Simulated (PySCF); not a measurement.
Li(Cl) cation (ClLi), SMILES [Li][Cl] (connectivity only; charge and spin as stated), charge +1, multiplicity 2.

Coordinates come from a PBE-D3(BJ)/def2-TZVPD optimisation. The multiplicity is an assumed one; other spin states were not compared.

These are PBE/def2-TZVPD in PySCF values and carry that method's errors.

Gas-phase values at a fixed geometry.

**Question.** Estimate the frontier levels, dipole moment. (Estimate from the structure and the level; the computed values follow.)

**Answer.** 
```
Item                                                               Result
------------------------------------------------  -----------------------
α spin, highest occupied and lowest empty level       -14.41 and -6.50 eV
β spin, highest occupied and lowest empty level      -14.00 and -13.61 eV
dipole moment about the centre of nuclear charge                   8.00 D
⟨S²⟩                                              0.753 (pure state 0.75)
```
